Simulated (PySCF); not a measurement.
Species: C₃NNa.
SMILES: `[C]([Na])#CC#N`

The closed-shell ground state was solved at several levels (PySCF, density fitting, gas phase, non-relativistic). Isolated species at its PBE0-D3(BJ)/def2-SVP geometry, gas phase.

```
              level  basis functions  HOMO (eV)  LUMO (eV)  gap (eV)  dipole (D)
CAM-B3LYP/def2-SVPD               98      -7.97      -1.48      6.49       13.14
    B3LYP/def2-TZVP              156      -6.50      -2.23      4.27       12.95
      B3LYP/cc-pVTZ              154      -6.45      -2.25      4.20       12.92
      PBE0/pcSseg-1               84      -6.66      -1.85      4.81       13.14
       B3LYP/6-31G*               74      -6.12      -2.21      3.91       12.56
```

(1) Estimate the row for CAM-B3LYP/pcSseg-2, a basis of 172 functions; the other rows only guide the guess.

(2) How much does the basis alone move the frontier levels among the 3 B3LYP rows?

(3) How far do the dipole and the HOMO energy spread over the levels?

Results:

(1) HOMO -8.02 eV, LUMO -1.53 eV, gap 6.49 eV, dipole 13.14 D.

(2) The HOMO by 0.38 eV and the LUMO by 0.04 eV. By rising basis size (HOMO, LUMO in eV): 6-31G* -6.12, -2.21; cc-pVTZ -6.45, -2.25; def2-TZVP -6.50, -2.23.

(3) The dipole runs from 12.56 to 13.14 D (mean 12.97 D) and the HOMO from -8.02 to -6.12 eV.
